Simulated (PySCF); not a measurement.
C₂H₇Cl₃Si₂ (SMILES Cl[SiH2]CC[SiH](Cl)Cl), singlet, at a GFN2-xTB geometry, with bond 8-1 at 1.4 times its length; CASSCF(6,8)/STO-3G (PySCF).

Here is a job for PySCF.
```python
from pyscf import gto, scf, mcscf
import numpy

mol = gto.M(
    atom='''
Si   -2.778878   -1.017424    0.162112
Cl   -3.061560    0.380800    1.585470
C    -0.908788   -1.179384   -0.164924
C    -0.262488    0.146614   -0.584105
Si    1.615450    0.003112   -0.861888
Cl    2.488204   -0.648146    0.837386
Cl    2.368114    1.812209   -1.355076
H    -3.539629   -2.793581    0.829675
H    -3.461483   -0.571834   -1.051574
H    -0.407986   -1.551022    0.731076
H    -0.736321   -1.925477   -0.941173
H    -0.743649    0.508124   -1.494881
H    -0.464247    0.897472    0.184823
H     1.940701   -0.936836   -1.928424
''',
    basis='sto-3g',
    charge=0,
    spin=0,
    verbose=4,
)

mf = scf.RHF(mol)
mf.kernel()
mc = mcscf.CASSCF(mf, 8, 6)
mc.fix_spin_(ss=0.0)
mc.kernel()
occ = numpy.linalg.eigvalsh(mc.fcisolver.make_rdm1(mc.ci, mc.ncas, mc.nelecas))[::-1]
ss = mc.fcisolver.spin_square(mc.ci, mc.ncas, mc.nelecas)[0]
print('natural occupations', occ.round(4), ' <S^2>', round(ss, 4))
```

Task: Predict the main parts of the log of this PySCF run.

Result: 
```
PySCF version 2.14.0

[INPUT] verbose = 4
[INPUT] num. atoms = 14
[INPUT] num. electrons = 98
[INPUT] charge = 0
[INPUT] spin (= nelec alpha-beta = 2S) = 0
[INPUT] symmetry False subgroup None
[INPUT] Mole.unit = angstrom
[INPUT] Symbol           X                Y                Z      unit          X                Y                Z       unit  Magmom
[...]
nuclear repulsion = 672.884067624597
number of shells = 38
number of NR pGTOs = 186
number of NR cGTOs = 62
basis = sto-3g
ecp = {}

******** <class 'pyscf.scf.hf.RHF'> ********
method = RHF
initial guess = minao
damping factor = 0
level_shift factor = 0
DIIS = <class 'pyscf.scf.diis.CDIIS'>
diis_start_cycle = 1
diis_space = 8
diis_damp = 0
SCF conv_tol = 1e-09
SCF conv_tol_grad = None
SCF max_cycles = 50
direct_scf = True
direct_scf_tol = 1e-13
Set gradient conv threshold to 3.16228e-05
Initial guess from minao.
init E= -2013.34681170426
[...]
cycle= 1 E= -2013.85246574466  delta_E= -0.506  |g|= 0.376  |ddm|= 4.28
[...]
cycle= 2 E= -2013.93175766485  delta_E= -0.0793  |g|= 0.0804  |ddm|= 0.963
[...]
cycle= 3 E= -2013.93490907411  delta_E= -0.00315  |g|= 0.02  |ddm|= 0.169
[...]
cycle= 4 E= -2013.93521323901  delta_E= -0.000304  |g|= 0.00312  |ddm|= 0.0661
[...]
cycle= 5 E= -2013.93521948763  delta_E= -6.25e-06  |g|= 0.000698  |ddm|= 0.00882
[...]
cycle= 6 E= -2013.93521981798  delta_E= -3.3e-07  |g|= 0.000154  |ddm|= 0.00197
[...]
cycle= 7 E= -2013.9352198354  delta_E= -1.74e-08  |g|= 2.46e-05  |ddm|= 0.000487
[...]
cycle= 8 E= -2013.9352198358  delta_E= -3.94e-10  |g|= 6.03e-06  |ddm|= 6.42e-05
[...]
Extra cycle  E= -2013.93521983582  delta_E= -1.77e-11  |g|= 2.21e-06  |ddm|= 1.32e-05
converged SCF energy = -2013.93521983582

******** <class 'pyscf.mcscf.mc1step.CASSCF'> ********
CAS (3e+3e, 8o), ncore = 46, nvir = 8
max_cycle_macro = 50
max_cycle_micro = 4
conv_tol = 1e-07
conv_tol_grad = None
orbital rotation max_stepsize = 0.02
orbital rotation threshold for CI restart = 0.01
augmented hessian ah_max_cycle = 30
augmented hessian ah_conv_tol = 1e-12
augmented hessian ah_linear dependence = 1e-14
augmented hessian ah_level shift = 1e-08
augmented hessian ah_start_tol = 2.5
augmented hessian ah_start_cycle = 3
augmented hessian ah_grad_trust_region = 3
kf_trust_region = 3
kf_interval = 4
ci_response_space = 4
ci_grad_trust_region = 3
with_dep4 0
natorb = False
canonicalization = True
sorting_mo_energy = False
ao2mo_level = 2
internal_rotation = False
******** <class 'pyscf.fci.addons.SpinPenaltyFCISolver'> ********
max. cycles = 50
conv_tol = 1e-08
davidson only = True
linear dependence = 1e-12
level shift = 0.001
max iter space = 12
nroots = 1
pspace_size = 400
spin = None
CASCI E = -2013.96059805900  S^2 = 0.0000000
Set conv_tol_grad to 0.000316228
macro iter   1 ( 21 JK    4 micro), CASSCF E = -2013.98135805639  dE = -2.07599974e-02  S^2 = 0.0000000
               |grad[o]|=0.0395  |grad[c]|=0.0617  |ddm|=0.0706  |maxRot[o]|=0.175
macro iter   2 ( 21 JK    4 micro), CASSCF E = -2013.98995911730  dE = -8.60106091e-03  S^2 = 0.0000000
               |grad[o]|=0.0259  |grad[c]|=0.024  |ddm|=0.0271  |maxRot[o]|=0.212
macro iter   3 ( 21 JK    4 micro), CASSCF E = -2013.99342233883  dE = -3.46322153e-03  S^2 = 0.0000000
               |grad[o]|=0.0149  |grad[c]|=0.0233  |ddm|=0.0218  |maxRot[o]|=0.204
macro iter   4 ( 21 JK    4 micro), CASSCF E = -2013.99892164415  dE = -5.49930533e-03  S^2 = 0.0000000
               |grad[o]|=0.00925  |grad[c]|=0.0128  |ddm|=0.0161  |maxRot[o]|= 0.31
macro iter   5 ( 21 JK    4 micro), CASSCF E = -2014.00572245230  dE = -6.80080814e-03  S^2 = 0.0000000
               |grad[o]|=0.0109  |grad[c]|=0.0179  |ddm|=0.0119  |maxRot[o]|=0.311
macro iter   6 ( 21 JK    4 micro), CASSCF E = -2014.00736928136  dE = -1.64682906e-03  S^2 = 0.0000000
               |grad[o]|=0.0074  |grad[c]|=0.00519  |ddm|=0.00301  |maxRot[o]|=0.313
macro iter   7 ( 21 JK    4 micro), CASSCF E = -2014.00819913792  dE = -8.29856567e-04  S^2 = 0.0000000
               |grad[o]|=0.00413  |grad[c]|=0.00408  |ddm|=0.00145  |maxRot[o]|=0.266
macro iter   8 ( 18 JK    4 micro), CASSCF E = -2014.00842188860  dE = -2.22750680e-04  S^2 = 0.0000000
               |grad[o]|=0.00199  |grad[c]|=0.00317  |ddm|=0.00118  |maxRot[o]|=0.199
macro iter   9 ( 18 JK    4 micro), CASSCF E = -2014.00843778732  dE = -1.58987152e-05  S^2 = 0.0000000
               |grad[o]|=0.000539  |grad[c]|=0.00106  |ddm|=0.000317  |maxRot[o]|=0.0771
macro iter  10 (  6 JK    1 micro), CASSCF E = -2014.00843901899  dE = -1.23167138e-06  S^2 = 0.0000000
               |grad[o]|=0.000112  |grad[c]|=0.000847  |ddm|=4.81e-05  |maxRot[o]|=0.0142
macro iter  11 (  6 JK    1 micro), CASSCF E = -2014.00844013659  dE = -1.11760005e-06  S^2 = 0.0000000
               |grad[o]|=0.000134  |grad[c]|=0.000881  |ddm|=3.91e-05  |maxRot[o]|=0.0182
macro iter  12 (  6 JK    1 micro), CASSCF E = -2014.00844078512  dE = -6.48526793e-07  S^2 = 0.0000000
               |grad[o]|=0.000108  |grad[c]|=0.000543  |ddm|=3.73e-05  |maxRot[o]|=0.0165
macro iter  13 (  5 JK    1 micro), CASSCF E = -2014.00844144589  dE = -6.60776550e-07  S^2 = 0.0000000
               |grad[o]|=9.84e-05  |grad[c]|=0.000653  |ddm|=2.69e-05  |maxRot[o]|=0.0117
macro iter  14 (  6 JK    1 micro), CASSCF E = -2014.00844192028  dE = -4.74385388e-07  S^2 = 0.0000000
               |grad[o]|=3.91e-05  |grad[c]|=0.000568  |ddm|=1.79e-05  |maxRot[o]|=0.0123
macro iter  15 (  5 JK    1 micro), CASSCF E = -2014.00844225361  dE = -3.33333674e-07  S^2 = 0.0000000
               |grad[o]|=4.43e-05  |grad[c]|=0.000479  |ddm|=1.78e-05  |maxRot[o]|=0.0106
macro iter  16 (  6 JK    1 micro), CASSCF E = -2014.00844248093  dE = -2.27315923e-07  S^2 = 0.0000000
               |grad[o]|=3.71e-05  |grad[c]|=0.000396  |ddm|=1.43e-05  |maxRot[o]|=0.00889
macro iter  17 (  1 JK    1 micro), CASSCF E = -2014.00844248093  dE = -2.95585778e-12  S^2 = 0.0000000
               |grad[o]|=2.47e-05  |grad[c]|=3.19e-06  |ddm|=    0  |maxRot[o]|=    0
1-step CASSCF converged in  17 macro (224 JK  44 micro) steps
CASSCF canonicalization
Density matrix diagonal elements [1.97897731e+00 1.96557792e+00 1.88363030e+00 1.22532598e-01
 8.38728328e-03 1.45676137e-03 2.00691594e-02 1.93686574e-02]
CASSCF energy = -2014.00844248093
CASCI E = -2014.00844248093  E(CI) = -6.81074667419762  S^2 = 0.0000000
natural occupations [1.9793e+00 1.9752e+00 1.8740e+00 1.2640e-01 2.2100e-02 2.1000e-02
 1.4000e-03 7.0000e-04]  <S^2> 0.0
```
